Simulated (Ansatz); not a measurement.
`[NH]=[Nb]([NH2])([F])[Cl]` + CH₄ → `[CH3][Nb](=[NH])([F])[Cl]` + NH₃ at 298.15 K and 1 bar (formal exchange of groups at the Nb–N bond).

Calculated with Ansatz (gas phase, PBE0-D4/def2-TZVP geometries, no zero-point term in ΔE). CCSD(T)/CBS adds triple-zeta CCSD(T) − MP2 to the extrapolated MP2 energy (def2 sets, frozen cores). This one scheme is used for every species. Elements past krypton have def2 core potentials. For Nb outer-core shells are correlated without core-valence functions, which leaves a few kJ/mol of doubt a bond. Each species was taken in one conformer, which may not be the lowest.

```
                    species  CCSD(T)/CBS energy (Eh)  H − E (kJ/mol)  S (J/(mol·K))
`[NH]=[Nb]([NH2])([F])[Cl]`               -727.88871           134.5          358.3
                        CH₄                -40.46206           127.4          186.2
`[CH3][Nb](=[NH])([F])[Cl]`               -711.80026           160.2          370.9
                        NH₃                -56.50880           100.5          192.4
```

H − E and S are ideal-gas, rigid-rotor, harmonic terms from PBE0-D4/def2-TZVP, for one conformer and one mirror image of each species. 1 Eh = 2625.50 kJ/mol, R = 8.31446 J/(mol·K).

**Question.** By hand: ΔE, ΔH, ΔS and ΔG.

**Answer.** ΔE = (-711.80026) + (-56.50880) − (-727.88871) − (-40.46206) = 0.04171 Eh = 109.5 kJ/mol. Δ(H − E) = 160.2 + 100.5 − 134.5 − 127.4 = -1.2, so ΔH = 108.3 kJ/mol. ΔS = 370.9 + 192.4 − 358.3 − 186.2 = 18.8 J/(mol·K). ΔG = 108.3 − 298.15 × (18.8)/1000 = 102.7 kJ/mol.

**Question.** By hand: the equilibrium constant, and the temperature at which ΔG would vanish if ΔH and ΔS stayed fixed.

**Answer.** log₁₀ K = −ΔG/(RT ln 10) = -18.0. ΔG = 0 at ΔH/ΔS = 5761 K, far beyond where these terms or the molecules hold.

ΔH outweighs TΔS. A doubt of 5 kJ/mol in ΔE shifts log₁₀ K by 0.9 here. Other conformers and mirror images would add mixing entropy, several J/(mol·K) or more a flexible species. These are equilibria of isolated gas molecules and say nothing of rates. Largest T1 diagnostic: 0.020 (customary marks: 0.02 for closed shells, 0.045 for open ones).
